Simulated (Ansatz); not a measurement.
Molecule: C$_{3}$H$_{10}$Sn (charge 0, singlet). SMILES: [CH3][SnH]([CH3])[CH3]
Geometry: optimised at B3LYP-D3(BJ)/def2-TZVP (Ansatz, a first-principles code).

Quantity: vertical ionisation energy (to the doublet state of charge +1; each state is the SCF solution reached for its spin; the molecule has degenerate orbitals, so one determinant may break the symmetry), in eV. Valence correlation only, unless marked. Open shells are spin-unrestricted. No spin-orbit coupling. The frozen core is the preceding noble-gas configuration, with the filled d and f shells of earlier blocks. In def2 rows, elements after Kr have scalar-relativistic effective core potentials. CBS(X,Y): correlation extrapolated as X^-3; Hartree-Fock from the larger set. The bracket is a focal-point correction in the basis named.

```tsv
level	program	vertical ionisation energy (eV)
BHLYP/def2-TZVPD	Ansatz	9.70
wB97X-V/def2-TZVPD	Ansatz	[?]
B2PLYP/def2-TZVPD	Ansatz	9.75
RI-MP2/CBS(def2-TZVPPD,def2-QZVPPD)+[CCSD(T)-MP2]/def2-TZVPPD	Ansatz	[?]
```

Task: Complete the blanks.

Result: 
- wB97X-V/def2-TZVPD, vertical ionisation energy (eV): 9.88
- RI-MP2/CBS(def2-TZVPPD,def2-QZVPPD)+[CCSD(T)-MP2]/def2-TZVPPD, vertical ionisation energy (eV): 10.02
